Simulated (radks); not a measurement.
The numbers below are computed, except where a source is named.
Problem. The mean radii <r> (bohr) of the occupied orbitals of an atom or ion are listed with their occupations. Level of theory: non-relativistic Kohn-Sham, LB94 model potential, spin-polarised, spherical densities, point nucleus (a radial shooting solver on a logarithmic mesh with Libxc functionals).

orbital  occ.      <r>
1s down     1  0.02654
1s up       1  0.02655
2s up       1   0.1093
2s down     1   0.1095
2p up       2  0.09208

Name the element and its charge. Open shells, if any, are filled with parallel spins first.

Solution. Z = 57, lanthanum, charge +51: La51+ in [He] 2s2 2p2. The 1s radius gives Z: for a bare nucleus <r> = 1.5/Z, 0.02632 bohr for Z = 57, and screening makes it slightly larger (0.02654 here). The occupations add up to 6, and the charge is Z minus that.
